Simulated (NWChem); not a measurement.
All runs are NWChem calculations. System: H₃Sb, charge 0, spin multiplicity 1, displaced from the optimised geometry. Level: PBE/def2-SVP with def2 effective core potentials on Sb, spin-restricted.

The NWChem input:

```
start mol
memory heap 200 mb stack 900 mb global 1100 mb
geometry units angstroms nocenter noautoz noautosym
  Sb     0.000552     0.054131     0.000000
  H     -0.720255    -0.912955     1.231318
  H     -0.662590    -0.835588    -1.132813
  H      1.412339    -0.934769     0.000000
end
basis spherical
  * library def2-svp
end
ecp
  Sb library def2-ecp
end
dft
  xc xpbe96 cpbe96
  semidirect memsize 60000000 filesize 0
  iterations 100
end
task dft energy
```

NWChem printed:

```
             Northwest Computational Chemistry Package (NWChem) 7.3.0
             --------------------------------------------------------

                                NWChem Input Module
                                -------------------

 Scaling coordinates for geometry "geometry" by  1.889725989
 (inverse scale =  0.529177249)

                             Geometry "geometry" -> ""
                             -------------------------

 Output coordinates in angstroms (scale by  1.889725989 to convert to a.u.)

  No.       Tag          Charge          X              Y              Z
 ---- ---------------- ---------- -------------- -------------- --------------
    1 Sb                  51.0000     0.00055200     0.05413100     0.00000000
    2 H                    1.0000    -0.72025500    -0.91295500     1.23131800
    3 H                    1.0000    -0.66259000    -0.83558800    -1.13281300
    4 H                    1.0000     1.41233900    -0.93476900     0.00000000

 Effective nuclear repulsion energy (a.u.)      48.9959701608

            Nuclear Dipole moment (a.u.)
            ----------------------------
        X                 Y               Z
 ---------------- ---------------- ----------------
     0.1089351443     0.1462062100     0.1861474585


 Summary of "ao basis" -> "" (spherical)
 ------------------------------------------------------------------------------
       Tag                 Description            Shells   Functions and Types
 ---------------- ------------------------------  ------  ---------------------
 *                          def2-svp                  on all atoms

 Summary of "ao basis" -> "ao basis" (spherical)
 ------------------------------------------------------------------------------
       Tag                 Description            Shells   Functions and Types
 ---------------- ------------------------------  ------  ---------------------
 Sb                         def2-svp                10       26   4s4p2d
 H                          def2-svp                 3        5   2s1p

 Summary of "ao basis" -> "ao basis" (spherical)
 ------------------------------------------------------------------------------
       Tag                 Description            Shells   Functions and Types
 ---------------- ------------------------------  ------  ---------------------
 Sb                         def2-svp                10       26   4s4p2d
 H                          def2-svp                 3        5   2s1p

            General Information
            -------------------
          SCF calculation type: DFT
          Wavefunction type:  closed shell.
          No. of atoms     :     4
          No. of electrons :    26
           Alpha electrons :    13
            Beta electrons :    13
          Charge           :     0
          Spin multiplicity:     1
          Use of symmetry is: off; symmetry adaption is: off
          Maximum number of iterations: 100
          AO basis - number of functions:    41
                     number of shells:    19
          Convergence on energy requested:  1.00D-06
          Convergence on density requested:  1.00D-05
          Convergence on gradient requested:  5.00D-04

              XC Information
              --------------
          PerdewBurkeErnzerhof Exchange Functional  1.000
            Perdew 1991 LDA Correlation Functional  1.000 local
           PerdewBurkeErnz. Correlation Functional  1.000 non-local

             Grid Information
             ----------------
          Grid used for XC integration:  medium
          Radial quadrature: Mura-Knowles
          Angular quadrature: Lebedev.
          Tag              B.-S. Rad. Rad. Pts. Rad. Cut. Ang. Pts.
          ---              ---------- --------- --------- ---------
          Sb                  1.45      123           7.0       590
          H                   0.35       45           8.0       434
          Grid pruning is: on
          Number of quadrature shells:   258
          Spatial weights used:  Erf1

          Convergence Information
          -----------------------
          Convergence aids based upon iterative change in
          total energy or number of iterations.
          Levelshifting, if invoked, occurs when the
          HOMO/LUMO gap drops below (HL_TOL):  1.00D-02
          DIIS, if invoked, will attempt to extrapolate
          using up to (NFOCK): 10 stored Fock matrices.

                    Damping( 0%)  Levelshifting(0.5)       DIIS
                  --------------- ------------------- ---------------
          dE  on:    start            ASAP                start
          dE off:    2 iters        100 iters           100 iters

      Screening Tolerance Information
      -------------------------------
          Density screening/tol_rho:  1.00D-10
          AO Gaussian exp screening on grid/accAOfunc:  14
          CD Gaussian exp screening on grid/accCDfunc:  20
          XC Gaussian exp screening on grid/accXCfunc:  20
          Schwarz screening/accCoul:  1.00D-08

      Superposition of Atomic Density Guess
      -------------------------------------

 Sum of atomic energies:        -279.11015138

      Non-variational initial energy
      ------------------------------

 Total energy =    -240.807380
 1-e energy   =    -465.422338
 2-e energy   =     202.155186
 HOMO         =      -0.285307
 LUMO         =       0.049728

------------------------------------------------------------
EAF file 0: "./mol.aoints.0" size=524288 bytes
------------------------------------------------------------
               write      read    awrite     aread      wait
               -----      ----    ------     -----      ----
     calls:        1         0         0         0         0
   data(b): 5.24e+05  0.00e+00  0.00e+00  0.00e+00
   time(s): 0.00e+00  0.00e+00  0.00e+00  0.00e+00  0.00e+00
rate(mb/s): 0.00e+00  0.00e+00
------------------------------------------------------------

   convergence    iter        energy       DeltaE   RMS-Dens  Diis-err    time
 ---------------- ----- ----------------- --------- --------- ---------  ------
 d= 0,ls=0.0,diis     1   -241.9839377314 -2.64D+02  1.60D-02  6.81D-02     0.5
 d= 0,ls=0.0,diis     2   -241.9954443589 -1.15D-02  4.78D-03  8.37D-03     0.6
 d= 0,ls=0.0,diis     3   -241.9971318401 -1.69D-03  1.16D-03  1.49D-03     0.7
 d= 0,ls=0.0,diis     4   -241.9973633976 -2.32D-04  1.86D-04  1.38D-05     0.8
 d= 0,ls=0.0,diis     5   -241.9973647569 -1.36D-06  8.62D-05  7.32D-06     0.9
  Resetting Diis
 d= 0,ls=0.0,diis     6   -241.9973663857 -1.63D-06  2.56D-06  2.85D-09     1.0
 d= 0,ls=0.0,diis     7   -241.9973663861 -3.41D-10  2.29D-06  1.09D-09     1.1

         Total DFT energy =     -241.997366386070
      One electron energy =     -466.346118762979
           Coulomb energy =      222.331918860323
    Exchange-Corr. energy =      -20.442938982645
 Nuclear repulsion energy =       22.459772499231

 Numeric. integr. density =       26.000014872260

     Total iterative time =      0.9s

                       DFT Final Molecular Orbital Analysis
                       ------------------------------------

 Vector   11  Occ=2.000000D+00  E=-3.112768D-01
              MO Center= -1.5D-01, -5.1D-01, -2.5D-01, r^2= 2.4D+00
   Bfn.  Coefficient  Atom+Function         Bfn.  Coefficient  Atom+Function
  ----- ------------  ---------------      ----- ------------  ---------------
    32     -0.358613  3 H  s                 13      0.346460  1 Sb pz
    33     -0.201121  3 H  s                 11      0.199993  1 Sb px
    27      0.184758  2 H  s                 37      0.184629  4 H  s
    16      0.160792  1 Sb pz                10     -0.135951  1 Sb pz
     7     -0.109768  1 Sb pz                28      0.105195  2 H  s

 Vector   12  Occ=2.000000D+00  E=-3.022561D-01
              MO Center=  2.1D-01, -5.5D-01,  3.7D-01, r^2= 2.5D+00
   Bfn.  Coefficient  Atom+Function         Bfn.  Coefficient  Atom+Function
  ----- ------------  ---------------      ----- ------------  ---------------
    11      0.343822  1 Sb px                27     -0.306332  2 H  s
    37      0.306410  4 H  s                 13     -0.198421  1 Sb pz
    28     -0.182777  2 H  s                 38      0.182824  4 H  s
    14      0.171279  1 Sb px                 8     -0.131694  1 Sb px
     5     -0.106402  1 Sb px                16     -0.098846  1 Sb pz

 Vector   13  Occ=2.000000D+00  E=-2.342559D-01
              MO Center=  1.4D-02,  2.1D-01,  2.0D-02, r^2= 2.6D+00
   Bfn.  Coefficient  Atom+Function         Bfn.  Coefficient  Atom+Function
  ----- ------------  ---------------      ----- ------------  ---------------
    12      0.447312  1 Sb py                 3      0.405397  1 Sb s
    15      0.322283  1 Sb py                 4      0.319395  1 Sb s
     1     -0.176410  1 Sb s                  9     -0.172381  1 Sb py
    27     -0.166618  2 H  s                 37     -0.166617  4 H  s
    32     -0.158966  3 H  s                  6     -0.138751  1 Sb py

 Vector   14  Occ=0.000000D+00  E=-2.816525D-02
              MO Center=  2.3D-02, -5.8D-02,  4.1D-02, r^2= 3.9D+00
   Bfn.  Coefficient  Atom+Function         Bfn.  Coefficient  Atom+Function
  ----- ------------  ---------------      ----- ------------  ---------------
    14      0.852923  1 Sb px                28      0.723601  2 H  s
    38     -0.723869  4 H  s                 16     -0.492214  1 Sb pz
    11      0.341617  1 Sb px                27      0.232528  2 H  s
    37     -0.232608  4 H  s                 13     -0.197146  1 Sb pz
     8     -0.123521  1 Sb px                 5     -0.098187  1 Sb px

 Vector   15  Occ=0.000000D+00  E=-1.885166D-02
              MO Center=  3.9D-02, -3.0D-02,  6.9D-02, r^2= 3.9D+00
   Bfn.  Coefficient  Atom+Function         Bfn.  Coefficient  Atom+Function
  ----- ------------  ---------------      ----- ------------  ---------------
    16      0.891359  1 Sb pz                33      0.721276  3 H  s
    28     -0.591762  2 H  s                 38     -0.591409  4 H  s
    14      0.512462  1 Sb px                13      0.317622  1 Sb pz
    32      0.228145  3 H  s                 15     -0.187370  1 Sb py
    11      0.182394  1 Sb px                 3      0.168959  1 Sb s

 Vector   16  Occ=0.000000D+00  E= 3.491077D-02
              MO Center= -1.2D-02, -3.2D-01, -1.6D-02, r^2= 4.7D+00
   Bfn.  Coefficient  Atom+Function         Bfn.  Coefficient  Atom+Function
  ----- ------------  ---------------      ----- ------------  ---------------
    33      1.323701  3 H  s                 15      1.142541  1 Sb py
     4     -1.127936  1 Sb s                 28      0.839034  2 H  s
    38      0.838983  4 H  s                  3     -0.820993  1 Sb s
    12      0.302636  1 Sb py                16      0.290877  1 Sb pz
     1      0.249071  1 Sb s                  2      0.204085  1 Sb s

 center of mass
 --------------
 x =   0.00147094 y =   0.05855999 z =   0.00151382

 moments of inertia (a.u.)
 ------------------
          19.572313443161           0.390058787567           0.490721327195
           0.390058787567          20.700725622748           0.650072632850
           0.490721327195           0.650072632850          20.123414675312

     Multipole analysis of the density
     ---------------------------------

     L   x y z        total         alpha         beta         nuclear
     -   - - -        -----         -----         ----         -------
     0   0 0 0     -0.000000    -13.000000    -13.000000     26.000000

     1   1 0 0     -0.043617     -0.061672     -0.061672      0.079728
     1   0 1 0      0.023129      1.370560      1.370560     -2.717991
     1   0 0 1     -0.075922     -0.131035     -0.131035      0.186147

     2   2 0 0    -20.500159    -15.521866    -15.521866     10.543572
     2   1 1 0     -0.006055      0.190365      0.190365     -0.386785
     2   1 0 1      0.048064      0.267351      0.267351     -0.486637
     2   0 2 0    -22.042814    -15.436816    -15.436816      8.830817
     2   0 1 1      0.016321      0.325223      0.325223     -0.634125
     2   0 0 2    -20.444854    -15.220862    -15.220862      9.996871

 Task  times  cpu:        1.0s     wall:        1.0s

 Total times  cpu:        1.1s     wall:        1.1s
```
